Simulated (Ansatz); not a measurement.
C3H7BO can be A, `CB1OC1C`, or B, `B/C=C(\C)O`.

Calculated with Ansatz (gas phase, PBE0-D4/def2-TZVP geometries, no zero-point term in ΔE). CCSD(T)/CBS is the MP2 limit (def2-TZVPP, def2-QZVPP) plus CCSD(T) − MP2 in def2-TZVPP, frozen cores. Functionals use def2-TZVPP. B3LYP here is the variant with VWN-RPA as its local correlation; programs differ in this. One conformer a species, not always the lowest.

(1) Which isomer does CCSD(T)/CBS put lower? Give the gap. (Estimate.)

(2) Give E(B) − E(A) in kJ/mol with HF/def2-TZVPP, PBE0-D4, B2PLYP, PBE-D4, MP2/def2-TZVPP, B3LYP-D4, ωB97M-V. (Estimate.)

Largest T1 diagnostic: 0.013.

## Answers

(1) The calculation gave: A, by 101.2 kJ/mol.

(2) The calculation gave: HF/def2-TZVPP 81.1, PBE0-D4 103.1, B2PLYP 99.0, PBE-D4 101.3, MP2/def2-TZVPP 107.6, B3LYP-D4 91.5, ωB97M-V 104.0. None reverses the order clearly.

In def2-TZVPP, CCSD(T) changes the Hartree–Fock value by +21.0 kJ/mol (the triples alone add −0.8 kJ/mol) and MP2 by +26.5 kJ/mol. The D4 term adds −3.4 kJ/mol with B3LYP and −1.7 kJ/mol with PBE0; it sums over pairs of atoms, weighted by their polarisabilities, and B3LYP, whose exchange is more repulsive, gets the larger term.
